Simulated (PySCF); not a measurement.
Species: methylboronic acid, CH5BO2.
SMILES: `CB(O)O`

Torsions of this conformer, `[CH3:1][B:2]([OH:3])[OH:4]`: H–O3–B2–C1 -2°, H–O4–B2–C1 2°.

The closed-shell ground state was solved at several levels (PySCF, density fitting, gas phase, non-relativistic). Geometry: PBE0-D3(BJ)/def2-SVP, one conformer, isolated molecule.

```tsv
level	basis functions	total energy (Eh)	HOMO (eV)	LUMO (eV)	gap (eV)	dipole (D)
CAM-B3LYP/def2-SVPD	126	-216.3024	-10.54	0.47	11.01	2.84
PBE0/pcSseg-1	93	-216.2641	-8.93	0.88	9.81	2.86
PBE0/pcSseg-2	214	-216.3792	-8.96	0.13	9.09	2.77
```

Task: Estimate the row for B3LYP/pcJ-1, a basis of 158 functions; the other rows only guide the guess.

Result: Total energy -216.5506 Eh, HOMO -8.67 eV, LUMO 0.50 eV, gap 9.17 eV, dipole 2.88 D.

Task: Over all these levels, which gives the widest orbital gap and which the narrowest?

Result: CAM-B3LYP/def2-SVPD (range-separated hybrid) has the widest, 11.01 eV, and PBE0/pcSseg-2 (global hybrid, 25 % exact exchange) the narrowest, 9.09 eV. Functional and basis both differ between the two, so the spread mixes both effects.

Task: How far do the dipole and the HOMO energy spread over the levels?

Result: The dipole runs from 2.77 to 2.88 D (mean 2.84 D) and the HOMO from -10.54 to -8.67 eV.
